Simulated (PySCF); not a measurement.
# Copper: a sound run and one with changed settings

Sound run: Cu⁺ [Ar] 3d10, Cu²⁺ [Ar] 3d9. All numbers are calculated (PySCF 2.14, no relativity, point nucleus, in 6-31G* (5s4p2d1f, 34 functions)). The sound run starts from symmetry-adapted Hartree-Fock orbitals and uses a fine grid where one is needed.

Changed run: radial step 0.3 in ln r (0.13 in the sound run). This setting is unsound on purpose.

```json
{"species": "Cu⁺", "method": "UHF", "sound run (hartree)": "-1638.35038", "changed run (hartree)": "-1638.35038", "converged": "yes"}
{"species": "Cu⁺", "method": "TPSS", "sound run (hartree)": "-1639.83193", "changed run (hartree)": "-1639.83115", "converged": "yes"}
{"species": "Cu⁺", "method": "B3LYP", "sound run (hartree)": "-1639.85809", "changed run (hartree)": "-1639.85957", "converged": "yes"}
{"species": "Cu²⁺", "method": "UHF", "sound run (hartree)": "-1637.78888", "changed run (hartree)": "-1637.78888", "converged": "yes"}
{"species": "Cu²⁺", "method": "TPSS", "sound run (hartree)": "-1639.19109", "changed run (hartree)": "-1639.19063", "converged": "yes"}
{"species": "Cu²⁺", "method": "B3LYP", "sound run (hartree)": "-1639.21105", "changed run (hartree)": "-1639.21268", "converged": "yes"}
```

Ionisation energy of Cu⁺:

```
method  sound run (eV)  changed run (eV)
   UHF          15.279            15.279
  TPSS          17.438            17.429
 B3LYP          17.607            17.603
```

A coarse radial grid mis-integrates the density and the exchange-correlation energy, with errors of either sign; Hartree-Fock needs no grid.

For comparison, NIST gives 20.292 eV between the lowest levels.
